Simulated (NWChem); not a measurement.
Species: ZnCl2; SMILES [Cl][Zn][Cl]

Computed with NWChem. Pople sets run with spherical d functions. STO-3G and 3-21G are far too small for this property and stand as cheap habits. Structure relaxed at the PBE0/def2-SVP level. Vertical excitations in the gas phase; the lowest state need not have the same character in each row.

```tsv
level	basis functions	lowest excitation, singlet (eV)	oscillator strength of that lowest state	lowest state with f > 0.02, singlet (eV)	oscillator strength of that bright state	orbital gap (eV)
Hartree-Fock/3-21G, CIS	53	7.25	0.000	7.81	0.133	13.27
Hartree-Fock/6-31G*, CIS	70	7.39	0.000	7.90	0.125	13.47
Hartree-Fock/def2-SVP, CIS	67	7.40	0.000	7.91	0.061	13.31
Hartree-Fock/def2-SVPD, CIS	88	7.45	0.000	7.95	0.131	13.24
Hartree-Fock/def2-TZVP, CIS	122	7.50	0.000	?	0.130	?
Hartree-Fock/aug-cc-pVDZ, CIS	113	7.42	0.000	7.91	0.133	12.77
```

Problem. Some entries are withheld; supply them.

Solution. 
- Hartree-Fock/def2-TZVP, CIS, lowest state with f > 0.02, singlet (eV): 8.01
- Hartree-Fock/def2-TZVP, CIS, orbital gap (eV): 13.67
